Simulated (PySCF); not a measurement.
Se(SH)(SiH3) (H4SSeSi), SMILES [SiH3][Se]S. Atoms are numbered in the order given.

```xyz
7

Se     0.3782    -0.1950     0.6570
S      0.7175     1.4917    -0.7791
H     -0.1279     2.3745    -0.1929
Si    -1.3589    -1.1165    -0.5285
H     -0.9154    -1.4922    -1.9003
H     -2.4963    -0.1552    -0.6128
H     -1.7741    -2.3331     0.2333
```

Coordinates come from a r2SCAN-D4/def2-SVP optimisation. The values are those of a single conformer.

Method: B3LYP/pcSseg-1 in PySCF.

GIAO shieldings, no solvent; atoms alike by connectivity are averaged. δ = σ(ref) − σ: ⁷⁷Se against Me2Se (σ = 1647.9 ppm); ³³S against H2S (σ = 695.8 ppm); ¹H against TMS (σ = 31.68 ppm); ²⁹Si against TMS (σ = 338.7 ppm), references at their B3LYP-D3(BJ)/def2-TZVP geometries, non-relativistic.

```
nucleus       atoms  count  δ (ppm)
-------  ----------  -----  -------
⁷⁷Se            Se1      1    -71.8
³³S              S2      1    120.1
¹H       H5, H6, H7      3     4.93
¹H               H3      1     2.77
²⁹Si            Si4      1    -42.9
```
